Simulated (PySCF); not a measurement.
Dipole response of C⁺ (carbon, charge +1)

[He] 2s2 2p1, 2P determinant. Computed with PySCF 2.14 in dyall-acv3z, with scalar relativity by spin-free X2C-1e. Coupled (time-dependent) response in atomic units; α is the mean over directions.

```json
{"method": "UHF", "mean α (bohr³)": "6.293", "α xx, yy, zz": "6.369, 6.143, 6.369", "C₆ (like pair)": "14.92", "S(−4)": "40.27"}
{"method": "PBE", "mean α (bohr³)": "6.083", "α xx, yy, zz": "6.120, 6.010, 6.120", "C₆ (like pair)": "14.61", "S(−4)": "28.36"}
{"method": "PBE0", "mean α (bohr³)": "6.065", "α xx, yy, zz": "6.119, 5.956, 6.119", "C₆ (like pair)": "14.51", "S(−4)": "28.79"}
{"method": "HSE06", "mean α (bohr³)": "6.061", "α xx, yy, zz": "6.119, 5.945, 6.119", "C₆ (like pair)": "14.50", "S(−4)": "28.76"}
{"method": "BLYP", "mean α (bohr³)": "6.071", "α xx, yy, zz": "6.130, 5.955, 6.130", "C₆ (like pair)": "14.50", "S(−4)": "28.46"}
```

S(−4) is the Cauchy moment in α(ω) = α(0) + S(−4) ω² + …

α(iu) at UHF:

| u (hartree) | α(iu) (bohr³) |
| --- | --- |
| 0 | 6.293 |
| 0.0500 | 6.197 |
| 0.100 | 5.946 |
| 0.200 | 5.221 |
| 0.300 | 4.434 |
| 0.500 | 3.122 |
| 0.750 | 2.081 |
| 1.00 | 1.465 |
| 1.50 | 0.8301 |
| 2.00 | 0.5323 |
| 3.00 | 0.2733 |
| 5.00 | 0.1137 |

For an ion, C₆ is the dispersion term alone; charge-induced terms of lower order in 1/R come first.

The components differ because the open shell of this determinant is not spherical; for a pure term their mean is the scalar polarisability.
